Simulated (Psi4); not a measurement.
triflic acid (CHF3O3S), singlet, at a GFN2-xTB geometry; M06-2X/6-31G* in Psi4.

Here is a job for Psi4.
```
memory 2 GB

molecule {
0 1
O     1.41469782   -0.49779905   -1.06169565
S     0.80886675    0.30104012    0.16311669
O     1.27034678   -0.28302073    1.37173556
O     0.90598970    1.68891681   -0.07270317
C    -0.97345522   -0.20872619   -0.06496558
F    -1.73274043    0.25154402    0.91428660
F    -1.43423367    0.23041401   -1.22337302
F    -1.01685156   -1.53813106   -0.06070275
H     1.82502020   -1.32350365   -0.79066498
}

set {
  basis 6-31g*
}

energy('m06-2x')
print_variables()
```

Output, abridged:

```
   => Loading Basis Set <=

    Name: 6-31G*
    Role: ORBITAL
    Keyword: BASIS

         ---------------------------------------------------------
                                   SCF
               by Justin Turney, Rob Parrish, Andy Simmonett
                          and Daniel G. A. Smith
                              RKS Reference
         ---------------------------------------------------------

  ==> Geometry <==

    Molecular point group: c1
    Full point group: C1

    Geometry (in Angstrom), charge = 0, multiplicity = 1:

       Center              X                  Y                   Z               Mass
    ------------   -----------------  -----------------  -----------------  -----------------
         O            1.454900153766    -0.499437056324    -1.064426492023    15.994914619570
         S            0.849069083766     0.299402113676     0.160385847977    31.972071174400
         O            1.310549113766    -0.284658736324     1.369004717977    15.994914619570
         O            0.946192033766     1.687278803676    -0.075434012023    15.994914619570
         C           -0.933252886234    -0.210364196324    -0.067696422023    12.000000000000
         F           -1.692538096234     0.249906013676     0.911555757977    18.998403162730
         F           -1.394031336234     0.228776003676    -1.226103862023    18.998403162730
         F           -0.976649226234    -1.539769066324    -0.063433592023    18.998403162730
         H            1.865222533766    -1.325141656324    -0.793395822023     1.007825032230

  Running in c1 symmetry.

  Rotational constants: A =      0.08916  B =      0.05217  C =      0.05159 [cm^-1]
  Rotational constants: A =   2673.02825  B =   1564.14525  C =   1546.67061 [MHz]
  Nuclear repulsion =  570.166206919290516

  Charge       = 0
  Multiplicity = 1
  Electrons    = 74
  Nalpha       = 37
  Nbeta        = 37

  ==> Algorithm <==

  SCF Algorithm Type is DF.
  DIIS enabled.
  MOM disabled.
  Fractional occupation disabled.
  Guess Type is SAD.
  Energy threshold   = 1.00e-06
  Density threshold  = 1.00e-06
  Integral threshold = 1.00e-12

  ==> Primary Basis <==

  Basis Set: 6-31G*
    Blend: 6-31G*
    Number of shells: 52
    Number of basis functions: 126
    Number of Cartesian functions: 126
    Spherical Harmonics?: false
    Max angular momentum: 2

  ==> DFT Potential <==

   => LibXC <=

    Version 7.1.2
    S. Lehtola, C. Steigemann, M. J. T. Oliveira, and M. A. L. Marques,  SoftwareX 7, 1–5 (2018) (10.1016/j.softx.2017.11.002)

   => Composite Functional: M06-2X <=

    Hybrid M06-2X Meta-GGA XC Functional  (10.1007/s00214-007-0310-x)
    Y. Zhao and D. G. Truhlar,  Theor. Chem. Acc., 120, 215, 2008

    Deriv               =              1
    GGA                 =           TRUE
    Meta                =           TRUE

    Exchange Hybrid     =           TRUE
    MP2 Hybrid          =          FALSE

   => Exchange Functionals <=

    1.0000   XC_HYB_MGGA_X_M06_2X

   => Exact (HF) Exchange <=

    0.5400               HF

   => Correlation Functionals <=

    1.0000   XC_MGGA_C_M06_2X

   => LibXC Density Thresholds  <==

    XC_MGGA_C_M06_2X:  1.00E-12
    XC_HYB_MGGA_X_M06_2X:  1.00E-15

   => Molecular Quadrature <=

    Radial Scheme          =       TREUTLER
    Pruning Scheme         =           NONE
    Nuclear Scheme         =       TREUTLER

    Blocking Scheme        =         OCTREE
    BS radius alpha        =              1
    Pruning alpha          =              1
    Radial Points          =             75
    Spherical Points       =            302
    Total Points           =         191711
    Total Blocks           =           1506
    Max Points             =            256
    Max Functions          =            121
    Weights Tolerance      =       1.00E-15

   => Loading Basis Set <=

    Name: (6-31G* AUX)
    Role: JKFIT
    Keyword: DF_BASIS_SCF

  ==> Integral Setup <==

  SCF_SUBTYPE=INCORE selected. In-core MEM_DF algorithm will be used.
  Using in-core AOs.

  ==> MemDFJK: Density-Fitted J/K Matrices <==

    J tasked:                   Yes
    K tasked:                   Yes
    wK tasked:                   No
    Algorithm:                 Core
    Schwarz Cutoff:           1E-12
    Mask sparsity (%):       2.0282
    Fitting Condition:        1E-10

   => Auxiliary Basis Set <=

  Basis Set: (6-31G* AUX)
    Blend: CC-PVDZ-JKFIT
    Number of shells: 213
    Number of basis functions: 722
    Number of Cartesian functions: 722
    Spherical Harmonics?: false
    Max angular momentum: 3

  Minimum eigenvalue in the overlap matrix is 2.5488110739E-03.
  Reciprocal condition number of the overlap matrix is 3.9770526500E-04.
    Using symmetric orthogonalization.

  ==> Pre-Iterations <==

  SCF Guess: Superposition of Atomic Densities via on-the-fly atomic UHF (no occupation information).

   -------------------------
    Irrep   Nso     Nmo
   -------------------------
     A        126     126
   -------------------------
    Total     126     126
   -------------------------

  ==> Iterations <==

                           Total Energy        Delta E     RMS |[F,P]|

   @DF-RKS iter SAD:  -962.02204338685635   -9.62022e+02   0.00000e+00
   @DF-RKS iter   1:  -961.42016105917889    6.01882e-01   7.66486e-03 ADIIS/DIIS
   @DF-RKS iter   2:  -961.10332941234594    3.16832e-01   1.09384e-02 ADIIS/DIIS
   @DF-RKS iter   3:  -961.76593210398732   -6.62603e-01   7.39002e-04 ADIIS/DIIS
   @DF-RKS iter   4:  -961.76795190875453   -2.01980e-03   4.53328e-04 ADIIS/DIIS
   @DF-RKS iter   5:  -961.76909156408317   -1.13966e-03   7.44865e-05 DIIS
   @DF-RKS iter   6:  -961.76912768160901   -3.61175e-05   1.77074e-05 DIIS
   @DF-RKS iter   7:  -961.76912918541893   -1.50381e-06   1.04965e-05 DIIS
   @DF-RKS iter   8:  -961.76912982032275   -6.34904e-07   2.37762e-06 DIIS
   @DF-RKS iter   9:  -961.76912985687773   -3.65550e-08   8.97781e-07 DIIS
  Energy and wave function converged.

  ==> Post-Iterations <==

   Electrons on quadrature grid:
      Ntotal   =   74.0000108186 ; deviation = 1.082e-05

    Orbital Energies [Eh]
    ---------------------

    Doubly Occupied:

[...]
      37A     -0.413368

    Virtual:

[...]
    Final Occupation by Irrep:
              A
    DOCC [    37 ]
    NA   [    37 ]
    NB   [    37 ]

  @DF-RKS Final Energy:  -961.76912985687773

   => Energetics <=

    Nuclear Repulsion Energy =            570.1662069192905165
    One-Electron Energy =               -2462.1010013870104558
    Two-Electron Energy =                 972.5592016872569729
    DFT Exchange-Correlation Energy =     -42.3935370764147876
    Empirical Dispersion Energy =           0.0000000000000000
    VV10 Nonlocal Energy =                  0.0000000000000000
    Total Energy =                       -961.7691298568777256

Computation Completed

Properties will be evaluated at   0.000000,   0.000000,   0.000000 [a0]

Properties computed using the SCF density matrix

 Multipole Moments:

 ------------------------------------------------------------------------------------
     Multipole            Electronic (a.u.)      Nuclear  (a.u.)        Total (a.u.)
 ------------------------------------------------------------------------------------

 L = 1.  Multiply by 2.5417464519 to convert [e a0] to [Debye]
 Dipole X            :         -5.5772586            5.6218843            0.0446257
 Dipole Y            :         -0.8148042           -0.2290582           -1.0438624
 Dipole Z            :         -0.0726790           -0.3818803           -0.4545593
 Magnitude           :                                                    1.1394140

 ------------------------------------------------------------------------------------

  Variable Map:
  ----------------------------------------------------------------------------
[...]
  Array Variable Map:
  ----------------------------------------------------------------------------
[...]
[...]
```
